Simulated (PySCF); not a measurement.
Borane, trichloro-, BCl3, SMILES ClB(Cl)Cl, point group D3h.

Force field and properties: PBE0/pcSseg-2 (PySCF, grid level 2). Vibrational terms come from second-order perturbation theory with semi-diagonal cubic constants, by steps of ±0.6 along the normal coordinates of each isotopologue. The parent has the commonest isotopes.

Equilibrium geometry (Å):

```tsv
atom	x	y	z
Cl1	-0.8557	-1.5012	-0.0184
B2	0.0102	0.0048	-0.0229
Cl3	-0.8607	1.5078	-0.0026
Cl4	1.7472	0.0078	-0.0475
```

(1) How much do zero-point and thermal motion change the parent's shieldings?

(2) And the bond lengths, in the parent and with ³⁷Cl at 1?

The study (67 SCF points, 165 basis functions) took 16 min on 1 thread of Intel Xeon Platinum 8259CL @ 2.50GHz, shared host (rough), peak memory 0.7 GiB, launched as `OMP_NUM_THREADS=1 python ens_run.py task.json out`.

Answers

(1) 
```json
{"atom": "Cl1", "σe (ppm)": "655.88", "anharmonic part, 0 K": "-1.65", "harmonic part, 0 K": "-4.77", "Δσ at 0 K": "-6.42", "Δσ at 500 K": "-11.29", "Δσ at 700 K": "-14.63"}
{"atom": "B2", "σe (ppm)": "46.73", "anharmonic part, 0 K": "-0.30", "harmonic part, 0 K": "-0.14", "Δσ at 0 K": "-0.45", "Δσ at 500 K": "-0.83", "Δσ at 700 K": "-1.09"}
```

(2) 
```json
{"bond": "Cl1–B2", "re (Å)": "1.7371", "⟨r⟩ at 0 K": "1.7429", "between mean positions": "1.7408", "⟨r⟩, labelled": "1.7428"}
```
